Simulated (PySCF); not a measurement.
Si- (silicon, charge -1) across methods

[Ne] 3s2 3p3, high-spin 4S determinant. Calculation: PySCF 2.14, in aug-cc-pV(Q+d)Z; no relativity, point nucleus. The B2PLYP total includes its PT2 part (frozen core); its orbital energies are those of the SCF part.

```csv
method,E (hartree),mean ε 3s α (eV),mean ε 3s β (eV),mean ε 3p α (eV),Σ⟨r²⟩ (bohr²),⟨S²⟩
MN15,-289.3136,-6.779,-4.640,0.013,59.27,3.752
M06,-289.4065,-6.402,-4.036,0.636,57.97,3.752
PBE,-289.2846,-5.041,-3.151,1.127,58.66,3.750
LDA,-288.2734,-5.133,-3.407,1.065,59.18,3.751
UHF,-288.88965,-10.901,-5.557,-1.687,54.80,3.751
r2SCAN,-289.4051,-5.546,-3.004,0.950,56.16,3.750
BLYP,-289.4295,-4.898,-3.347,1.341,60.63,3.751
PBE0,-289.3102,-6.587,-3.974,0.374,56.21,3.750
B2PLYP,-289.3087,-8.118,-4.787,-0.226,56.31,3.750
```

The highest occupied level is positive at MN15, M06, PBE, LDA, r2SCAN, BLYP, PBE0: only the finite basis holds that electron, which in a density functional comes from self-interaction.
